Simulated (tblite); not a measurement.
Compound: C6H13Si (doublet state).
Cartesian coordinates in Å at the GFN2-xTB level; atoms count from 1:
```
atom  x, y, z in Å
C1     3.003    0.300    0.408
C2     2.087   -0.899    0.486
C3     0.814   -0.910    0.243
Si4   -0.792   -0.148   -0.226
C5    -0.644    1.731   -0.597
C6    -1.435   -1.027   -1.791
C7    -2.012   -0.388    1.219
H8     3.468    0.469    1.378
H9     3.791    0.112   -0.319
H10    2.446    1.185    0.116
H11    2.602   -1.813    0.779
H12   -0.279    2.272    0.271
H13   -1.605    2.156   -0.872
H14    0.045    1.914   -1.416
H15   -1.541   -2.094   -1.624
H16   -0.755   -0.892   -2.626
H17   -2.405   -0.643   -2.091
H18   -1.665    0.115    2.116
H19   -2.994    0.010    0.978
H20   -2.134   -1.439    1.458
```

Structure optimised with GFN2-xTB, isolated species. This method treats the open shell by occupation alone, without spin polarisation.

Masses are those of the commonest isotopes; rigid-rotor values at the optimised geometry. 

What are A, B and C (MHz)?

Ia = 180.41, Ib = 425.20, Ic = 436.64 u·Å²; 505379 MHz·u·Å²/I gives A = 2801, B = 1189, C = 1157 MHz.

What kind of rotor is it?

A near-prolate asymmetric top: κ = (2 × 1189 − 2801 − 1157)/(2801 − 1157) = -0.96.

Is it planar, by Δ = Ic − Ia − Ib?

Not planar: Δ = Ic − Ia − Ib = -168.97 u·Å². For a rigid frame Δ = −2 Σ m c², so Σ m c² = 84.48 u·Å² lies off the ab plane: 25.70 from hydrogen and 58.79 from heavier atoms. The atom farthest from that plane is 2.47 Å away.

Give the other two planar moments, Paa and Pbb, and the rms extents of the mass along the axes.

Paa = Σ m a² = (Ib + Ic − Ia)/2 = 340.71 and Pbb = Σ m b² = (Ia + Ic − Ib)/2 = 95.93 u·Å². With the mass M = 113.08 u, the rms extents √(P/M) along a, b and c are 1.74, 0.92, 0.86 Å.

Estimate the classical rotational partition function at 100 K, 200 K and 298.15 K.

Point group Cs, symmetry number σ = 1; q = (√π/σ)·√((kT/h)³/(ABC)), k/h = 20836.6 MHz/K: 85900 at 100 K, 243000 at 200 K, 442000 at 298.15 K.

For this open shell read J as N, the rotation without spin; fine and hyperfine splittings come on top. Its GFN2-xTB frequencies are all real (lowest 22 cm⁻¹). These are rigid-rotor constants of the computed structure; measured ground-state constants (B0) also hold zero-point vibration.

Time: 0.53 s of wall time. Hardware: an Arm Neoverse V2 with one thread, no GPU, shared host with 192 logical CPUs at a one-minute load of 78. These figures are those of the optimisation.
